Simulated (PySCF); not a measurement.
These compounds are isomers of formula C₄H₈ClFSi₂.

A. `C=C[Si@H](Cl)/C(F)=C/[SiH3]`
B. `C=C[Si@@H](Cl)/C(F)=C\[SiH3]`
C. `FC1=C(Cl)C[SiH2][SiH2]C1`

Spectrum 1. 1H NMR (300 MHz, computed): δ 3.96 (m, 2H), 3.90 (m, 2H), 2.02 (m, 2H), 1.91 (m, 2H). 13C{1H} NMR (computed): δ 163.1 (C), 118.3 (C), 19.4 (CH2), 15.1 (CH2).

Spectrum 2. 1H NMR (300 MHz, computed): δ 6.61 (m, 1H), 6.34 (m, 1H), 6.32 (m, 1H), 6.02 (m, 1H), 5.31 (m, 1H), 4.24 (d, 3H). 13C{1H} NMR (computed): δ 186.6 (C), 145.4 (CH2), 142.0 (CH), 120.0 (CH).

Spectrum 3. 1H NMR (300 MHz, computed): δ 6.77 (m, 1H), 6.52 (m, 1H), 6.35 (m, 1H), 6.34 (m, 1H), 5.63 (m, 1H), 4.33 (d, 3H). 13C{1H} NMR (computed): δ 186.8 (C), 146.8 (CH2), 136.9 (CH), 117.1 (CH).

PySCF calculation with coordinates at the GFN2-xTB level and σ from GIAO-PBE0/pcSseg-1; isolated molecule, single conformer, equivalent nuclei averaged, non-relativistic Hamiltonian.

Scale: 1H and 13C vs TMS (reference shieldings calculated alike). Splittings of carbon signals by F and P are missing where no couplings were computed. Where no couplings were computed, multiplicities follow the n + 1 count of equivalent neighbours, and m marks all less simple cases (inequivalent or close neighbours, rings, F or P nearby). Shifts are as computed. Against solution values, carbons near 30 ppm lie about +3 ppm off and those near 130 ppm about +5 ppm; carbons on Cl a further +6 ppm. Of 1309 compounds with measured shifts, 239 miss one by over three times the rms of a fit or turn the order of signals round; such compounds aren't used in these exercises. Carbons bonded to Cl come out too deshielded.

Question: Match each spectrum to its structure.

Answer: 1–C, 2–A, 3–B.

- Spectrum 1 (C): 4 13C signals; δC 163.1 is a fully substituted alkene carbon; δC 118.3 is a fully substituted alkene carbon.
- Spectrum 2 (A): 4 13C signals; δC 145.4 is a terminal =CH2 carbon; δC 142.0 is an alkene CH.
- Spectrum 3 (B): 4 13C signals; δC 146.8 is a terminal =CH2 carbon; δC 136.9 is an alkene CH.
